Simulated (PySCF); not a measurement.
# Working out the excitation energy of Ar⁺

Ar⁺ [Ne] 3s2 3p5 (2P) → Ar⁺ [Ne] 3s1 3p6 (2S). All numbers are calculated (PySCF 2.14, the non-relativistic Hamiltonian (point nucleus), in aug-cc-pwCVDZ). Frozen: nothing. Energies in hartree (1 hartree = 27.21139 eV):

| part | Ar⁺ (lower) | Ar⁺ (upper) |
| --- | --- | --- |
| UHF | -526.261926 | -525.583323 |
| MP2 opposite-spin | -0.201644 | -0.298246 |
| MP2 same-spin | -0.080875 | -0.093885 |

What does Hartree-Fock give?

(-525.583323) − (-526.261926) = 0.678603 hartree = 18.466 eV.

What do MP2 and SCS-MP2 (6/5 opposite-spin, 1/3 same-spin) give?

The opposite-spin parts differ by -2.629 eV and the same-spin parts by -0.354 eV. MP2: 18.466 + (-2.629) + (-0.354) = 15.483 eV. SCS-MP2: 18.466 + 1.2 × (-2.629) + (-0.354)/3 = 15.193 eV.

Measured between the centres of the two terms (NIST): 13.421 eV, so MP2 (all electrons) is off by 2.062 eV.

A double-zeta basis recovers only part of the correlation energy.

What remains against the reference includes basis incompleteness and correlation beyond second order.
